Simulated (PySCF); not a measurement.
## Spin states and ions at one geometry of [OsOCl4]2+

PySCF 2.14.0, RKS BP86, Os def2-SVP with ECP60, O def2-SVP, Cl def2-SVP; non-relativistic Hamiltonian with scalar-relativistic core potentials where named; density fitting; no spin-orbit coupling; singlets restricted, open shells unrestricted. The geometry is relaxed for charge +2, singlet, vacuum:

```xyz
6

Os    0.0000    0.0000    0.1118
O     0.0000    0.0000    1.7960
Cl    2.2054    0.0000   -0.4079
Cl    0.0000    2.2054   -0.4079
Cl   -2.2054    0.0000   -0.4079
Cl    0.0000   -2.2054   -0.4079
```

Energies count from the relaxed state; an electron taken off or put on is at rest in vacuum. Charges and spins are Mulliken's.

```json
{"state": "charge +2, singlet, vacuum", "energy (eV)": "0.00", "spin squared": "0.00", "charge on Os1 (e)": "0.73", "spin on Os1 (e)": "0.00", "dipole about the centre of mass (D)": "1.36"}
{"state": "charge +3, doublet, vacuum", "energy (eV)": "21.58", "spin squared": "0.76", "charge on Os1 (e)": "0.77", "spin on Os1 (e)": "-0.13", "dipole about the centre of mass (D)": "2.19"}
{"state": "charge +1, doublet, vacuum", "energy (eV)": "-15.79", "spin squared": "0.75", "charge on Os1 (e)": "0.66", "spin on Os1 (e)": "0.51", "dipole about the centre of mass (D)": "0.57"}
```

Task: What does the state charge +2, triplet, vacuum give?

Result: energy (eV) -0.12, spin squared 2.01, charge on Os1 (e) 0.70, spin on Os1 (e) 0.46, dipole about the centre of mass (D) 1.44.

With an electron taken off (doublet) the charges change, summed by element, by Os +0.04 e, O +0.10 e, Cl +0.86 e. The vertical ionisation energy is 21.58 eV, against −ε(HOMO) = 18.76 eV of the relaxed state. The level lies 2.8 eV too high, as is usual for semilocal functionals and global hybrids, which keep a self-interaction error.

With an electron put on (doublet) the charges change, summed by element, by Os -0.07 e, O -0.10 e, Cl -0.83 e. The vertical electron affinity is 15.79 eV, against −ε(LUMO) = 18.62 eV of the relaxed state.

Open shells may have lower solutions than those found. Hard to converge, so the more doubtful: charge +3, doublet, vacuum.

The relaxed state isn't the lowest spin state tried at its geometry. The gap of the closed shell is small, and it wasn't tested for a lower spin-broken solution at this geometry.
